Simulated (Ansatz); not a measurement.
Computed with Ansatz on PBE0-D4/def2-TZVP structures; ΔE is electronic, products minus reactants. CCSD(T)/CBS is the MP2 limit (def2-TZVPP, def2-QZVPP) plus CCSD(T) − MP2 in def2-TZVPP, frozen cores. DFT in def2-TZVPP. For Ge outer-core shells are correlated without core-valence functions, which leaves a few kJ/mol of doubt a bond. Scalar relativity is left out up to krypton. Each species was taken in one conformer, which may not be the lowest.

Consider the redistribution: `[SiH3]S[SiH2]Cl` + `[CH3][GeH]([F])[SiH2]F` → `[CH3][GeH]([F])[SiH3]` + `F[SiH2]S[SiH2]Cl`.

```csv
level,ΔE (kcal/mol)
PBE,-5.0
CCSD(T)/def2-TZVPP,-5.0
MP2/def2-QZVPP,-4.9
SCS-MP2/def2-QZVPP,-4.5
```

What does CCSD(T)/CBS give? (Best estimate.)

Computed: -4.9 kcal/mol. The listed levels differ from it by -0.1, -0.1, 0.0, 0.4 kcal/mol.

Largest T1 diagnostic among the species: 0.012.

In def2-TZVPP, CCSD(T) changes the Hartree–Fock value by −0.8 kcal/mol (the triples alone add −0.1 kcal/mol) and MP2 by −0.7 kcal/mol.
